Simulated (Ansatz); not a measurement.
Reaction R1 → 2 P1, each structure at its B3LYP-D3(BJ)/def2-TZVP stationary point, reached from a drawn start (curvature not checked).
R1, Br2 (SMILES BrBr) (charge 0, multiplicity 1):
```
atom   x (Å)   y (Å)    z (Å)
----  ------  ------  -------
Br    0.0000  0.0000  -1.1579
Br    0.0000  0.0000   1.1579
```
P1: Br atom, charge 0, multiplicity 2.

P less R. No zero-point or thermal terms; singlets are restricted closed shells; open shells are unrestricted; no spin–orbit coupling.

Frozen-core correlation throughout. In cc and def2 sets filled d and f shells under p-block atoms count as core.

Codes used: Ansatz (a first-principles code) with Gaussian orbitals. No computed number here is a measurement.

**Question.** One of these levels gives 46.52 kcal/mol for the reaction energy. Which one is it?
A) r2SCAN/def2-TZVPP
B) SCS-MP2/cc-pVTZ
C) SCS-MP2/cc-pVDZ

**Answer.** B, SCS-MP2/cc-pVTZ. The others give 52.92 (r2SCAN/def2-TZVPP), 37.94 (SCS-MP2/cc-pVDZ)
